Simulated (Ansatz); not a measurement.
The lowest singlet and triplet of H2Si2 (SMILES [Si]=[SiH2]); geometries from B3LYP-D3(BJ)/def2-TZVP, each state relaxed from the structure named, with no frequency check.
Singlet (charge 0, multiplicity 1):
| atom | x (Å) | y (Å) | z (Å) |
|---|---|---|---|
| Si | 1.2270 | -0.0580 | 0.0111 |
| Si | -0.9703 | 0.0458 | -0.0087 |
| H | -1.8550 | -1.1448 | -0.0110 |
| H | -1.7388 | 1.3146 | -0.0214 |

A positive gap puts the triplet lower; no zero-point energy. R- takes a restricted singlet. U- takes an unrestricted singlet (broken symmetry where lower, unprojected). The triplet is unrestricted in single-reference levels. Active spaces average the two states.

Correlated levels freeze the cores.

Codes used: Ansatz (a quantum-chemistry and plane-wave program). 

```tsv
level	gap E(singlet) − E(triplet), vertical, at the singlet's geometry (kJ/mol)
U-SVWN5/def2-TZVPP	-48.0
U-wB97X-V/def2-TZVPP	-34.3
U-CCSD/cc-pV(T+d)Z (spin-contaminated)	-31.7
U-CCSD/cc-pV(Q+d)Z (spin-contaminated)	-32.9
R-CCSD(T)/cc-pV(Q+d)Z	-45.7
R-CCSDT/cc-pV(D+d)Z	-43.6
SA-CASSCF(4,4)/cc-pV(D+d)Z	?
SA-CASSCF(4,4)/cc-pV(T+d)Z	?
SC-NEVPT2 on SA-CASSCF(4,4)/cc-pV(T+d)Z	-45.2
```

Question: Some entries are withheld; supply them.

Answer: 
- SA-CASSCF(4,4)/cc-pV(D+d)Z, gap E(singlet) − E(triplet), vertical, at the singlet's geometry (kJ/mol): -29.2
- SA-CASSCF(4,4)/cc-pV(T+d)Z, gap E(singlet) − E(triplet), vertical, at the singlet's geometry (kJ/mol): -25.6

Doubts at one or more of the structures used: T1 above 0.05 (U-CCSD/cc-pV(T+d)Z (spin-contaminated), U-CCSD/cc-pV(Q+d)Z (spin-contaminated)); a restricted determinant that unrestricted orbitals would lower (R-CCSD(T)/cc-pV(Q+d)Z, R-CCSDT/cc-pV(D+d)Z).
